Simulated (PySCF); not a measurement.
Mo(2+): interval between two levels

Mo(2+) [Kr] 4d4 [5D4, M_J = 4] → Mo(2+) [Kr] 4d3 5s1 [5F5, M_J = 5], as a difference of total energies. Computed with PySCF 2.14 in x2c-TZVPall-2c with one added diffuse shell each of s, p, d type (9s10p8d1f, 86 functions), with the two-component X2C-1e Hamiltonian. Correlated levels: [Ar] 3d10 frozen; the 6 highest virtual spinors dropped. "Screened" scales the spin-orbit matrix elements by Boettger's factors to mimic the two-electron term; Breit and QED terms are absent.

```json
{"method": "GHF (spin-free)", "interval between two levels (cm⁻¹)": "32703"}
{"method": "GMP2 (spin-free)", "interval between two levels (cm⁻¹)": "31604"}
{"method": "GHF (screened spin-orbit)", "interval between two levels (cm⁻¹)": "33136"}
{"method": "GMP2 (screened spin-orbit)", "interval between two levels (cm⁻¹)": "32067"}
```

The labels give the starting determinants; with spin-orbit coupling the two ends relaxed to ⟨J²⟩ = 20.01, ⟨L²⟩ = 6.05, ⟨S²⟩ = 5.99 and ⟨J²⟩ = 30.01, ⟨L²⟩ = 12.07, ⟨S²⟩ = 5.98.
